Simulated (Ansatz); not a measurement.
`[F][SnH]([F])[F]` + HI → `[F][SnH]([F])[I]` + H–F at 298.15 K and 1 bar (ligand exchange at the Sn–F bond).

Program: Ansatz. Geometries: PBE0-D4/def2-TZVP. ΔE: electronic, gas phase. CBS: MP2 limit from def2 TZ/QZ plus the TZ coupled-cluster correction, frozen cores. This one scheme is used for every species. Elements past krypton have def2 core potentials. For I, Sn outer-core shells are correlated without core-valence functions, which leaves a few kJ/mol of doubt a bond.

```csv
species,CCSD(T)/CBS energy (Eh),H − E (kJ/mol),S (J/(mol·K))
`[F][SnH]([F])[F]`,-514.09299,50.3,312.4
HI,-298.03592,22.7,206.5
`[F][SnH]([F])[I]`,-711.75729,48.2,352.6
H–F,-100.39570,33.5,173.6
```

H − E and S are ideal-gas, rigid-rotor, harmonic terms from PBE0-D4/def2-TZVP. 1 Eh = 2625.50 kJ/mol, R = 8.31446 J/(mol·K).

Q: By hand: ΔE, ΔH, ΔS and ΔG.

A: ΔE = (-711.75729) + (-100.39570) − (-514.09299) − (-298.03592) = -0.02408 Eh = -63.2 kJ/mol. Δ(H − E) = 48.2 + 33.5 − 50.3 − 22.7 = 8.7, so ΔH = -54.5 kJ/mol. ΔS = 352.6 + 173.6 − 312.4 − 206.5 = 7.3 J/(mol·K). ΔG = -54.5 − 298.15 × (7.3)/1000 = -56.7 kJ/mol.

Q: By hand: the equilibrium constant, and the temperature at which ΔG would vanish if ΔH and ΔS stayed fixed.

A: log₁₀ K = −ΔG/(RT ln 10) = 9.9. ΔH and −TΔS have one sign here, so there is no such temperature.

The number of gas molecules stays the same, so ΔS is small and ΔH decides. A doubt of 5 kJ/mol in ΔE shifts log₁₀ K by 0.9 here. These are equilibria of isolated gas molecules and say nothing of rates. Largest T1 diagnostic: 0.015 (customary marks: 0.02 for closed shells, 0.045 for open ones).
